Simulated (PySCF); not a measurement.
## Computed properties of C4H5FO, SMILES [C@H]1(F)CCC1=O

C4H5FO, SMILES O=C1[C@@H](F)CC1. The structure is a stationary point at ωB97X-D3(BJ)/def2-SVP. The structure was generated by enumeration; whether it is a known compound was not checked. Other conformers were not sampled. All values are computed for the isolated molecule unless a solvent is named; none is compared with measurement here.

**Structure.** All 27 harmonic modes at ωB97X-D3(BJ)/def2-SVP (PySCF) are real, so it is a minimum. With heavy atoms numbered as in [O:1]=[C:2]1[CH2:3][CH2:4][C@@H:5]1[F:6], the shortest bond between them is O1–C2 at 1.194 Å and the longest C3–C4 at 1.553 Å.

**Vibrations.** The strongest infrared lines (harmonic, unscaled, degenerate partners summed) lie at 1970 cm⁻¹ (270 km/mol, C 65 %, O 35 %), 1109 cm⁻¹ (62 km/mol, C 68 %, H 30 %), 1202 cm⁻¹ (41 km/mol, H 49 %, C 35 %, F 16 %). The softest mode is at 122 cm⁻¹ and the zero-point energy is 53.2 kcal/mol.

**Electronic structure.** CAM-B3LYP/def2-TZVP (PySCF) places the frontier levels at -8.91 and 0.01 eV, a gap of 8.92 eV, and gives a dipole moment of 3.77 D and a mean polarisability of 47.1 bohr³. PBE/def2-TZVP (PySCF) at the same geometry gives -5.92 and -2.29 eV, so its gap is 5.29 eV narrower. An orbital gap is neither the optical nor the fundamental gap.

**Excitations.** TDA-M06-2X/def2-SVPD (PySCF) has S1 at 3.94 eV (314 nm, f = 0.000, dark); the most intense of the 10 singlets computed lies at 9.26 eV (f = 0.05). T1 (TDA) is at 3.49 eV, 0.45 eV under S1. TDA-PBE/def2-SVPD (PySCF) puts S1 at 3.87 eV. No vertical singlet excitation falls in the visible range (under 3.1 eV).

**NMR.** GIAO shifts at B3LYP/pcSseg-1 (PySCF) (non-relativistic, atoms alike by connectivity averaged): ¹³C from 25.6 to 209.9 ppm against TMS; ¹H from 2.4 to 5.6 ppm against TMS; ¹⁹F at -200.2 ppm against CFCl3.
